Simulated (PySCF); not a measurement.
Species: C6H7F3P (charge +1).
Numbering: `[F:1][C:2]([F:3])=[C:4]([F:5])[P@H+:6]1[CH:7]=[CH:8][CH2:9][CH2:10]1`

Structure used (GFN2-xTB), in Å, numbered top down from 1:
```xyz
17
C6H7F3P angstrom
F      4.2476   -0.3009   -0.2568
C      3.1055    0.0917    0.2114
F      3.2251    0.9285    1.2217
C      1.8881   -0.2667   -0.2096
F      1.7007   -1.1080   -1.2312
P      0.3341    0.3427    0.4831
C     -0.6053    1.3399   -0.6524
C     -1.7931    0.7687   -0.8807
C     -2.1193   -0.5068   -0.1917
C     -0.8909   -0.9962    0.6108
H      0.6825    0.9685    1.6624
H     -0.2454    2.2617   -1.0779
H     -2.5286    1.2044   -1.5404
H     -2.4267   -1.2521   -0.9282
H     -2.9805   -0.3461    0.4612
H     -0.4672   -1.9033    0.1690
H     -1.1336   -1.2140    1.6521
```

NICS is the negative of the GIAO shielding at a point without a nucleus: at the ring centre (0) and 1 Å above and below it (1); zz is the component along the ring normal. Level: GIAO PBE0/pcSseg-1 (PySCF, non-relativistic, gas phase) on the GFN2-xTB geometry, one conformer.

Ring bond lengths (Å), with Mayer bond orders in brackets: P6–C7 1.779 (1.05), C7–C8 1.338 (1.79), C8–C9 1.486 (1.06), C9–C10 1.547 (1.00), C10–P6 1.819 (1.00).

Problem. Give the NICS values of each ring in ppm.

Solution. 
```
           ring                                                     type  NICS(0)  NICS(1), two faces  NICS(1)zz, two faces  rms pucker (Å)  centre to ring atoms, mean (Å)
P6–C7–C8–C9–C10  5-membered ring with P; formal bonds 1 double, 4 single     -4.5         -4.3 / -4.3           -5.4 / -4.8            0.03                            1.35
```

Problem. What do they say, and how far can they be read as aromaticity?

Solution. 
- P6–C7–C8–C9–C10: mean NICS(1)zz -5.1 ppm, shielded. P6, C9, C10 have four or more neighbours, so the value isn't read as a sign of a π ring current.

Problem. What field does 11.7 T along the ring normal induce along that normal at the first NICS(1) probe listed for ring P6–C7–C8–C9–C10, 1 Å off the ring?

Solution. NICSzz × B0 = -5.4 ppm × 11.7 T = -63 μT, against the applied field.

Problem. How shielded are the nuclei of the rings and their hydrogens (means over atoms taken as equivalent)?

Solution. 
```csv
atoms,environment,σ isotropic (ppm)
P6,phosphonium phosphorus,312.6
C7,alkene CH carbon,75.9
C8,alkene CH carbon,3.0
C9,allylic carbon,147.2
C10,sp3 carbon bound to phosphorus,170.2
H11,P–H hydrogen,24.20
H12,vinylic hydrogen,25.47
H13,vinylic hydrogen,23.43
H14,methylene hydrogen,27.92
H15,methylene hydrogen,28.13
H16,methylene hydrogen,28.50
H17,methylene hydrogen,28.57
```
